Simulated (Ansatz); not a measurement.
Program: Ansatz 0.2.0.

A structure relaxed at PBE0-D4/def2-TZVP, charge 0, multiplicity 1:

| atom | x (Å) | y (Å) | z (Å) |
| --- | --- | --- | --- |
| N1 | -1.839 | -0.006 | -0.168 |
| C2 | -0.881 | 0.977 | -0.650 |
| Ge3 | 0.812 | 0.769 | 0.341 |
| Si4 | 1.414 | -1.533 | 0.304 |
| H5 | -2.694 | 0.017 | -0.711 |
| H6 | -2.095 | 0.175 | 0.794 |
| H7 | -0.653 | 0.763 | -1.698 |
| H8 | -1.215 | 2.023 | -0.600 |
| H9 | 0.600 | 1.241 | 1.797 |
| H10 | 1.901 | 1.668 | -0.281 |
| H11 | 1.270 | -2.065 | -1.078 |
| H12 | 0.549 | -2.318 | 1.221 |
| H13 | 2.830 | -1.711 | 0.729 |

Q: Give its formula and SMILES.

A: CH9GeNSi, `N[CH2][GeH2][SiH3]`.

Q: Point group (tolerance 0.08 Å, 0.16 Å for H)?

A: C1.

Q: Summarise the bond lengths by kind.

A: 1 × C–N 1.455 Å; 2 × H–N 1.012 to 1.013 Å; 1 × C–Ge 1.972 Å; 2 × C–H 1.093 to 1.099 Å; 1 × Ge–Si 2.379 Å; 2 × Ge–H 1.542 to 1.545 Å; 3 × H–Si 1.486 to 1.489 Å.
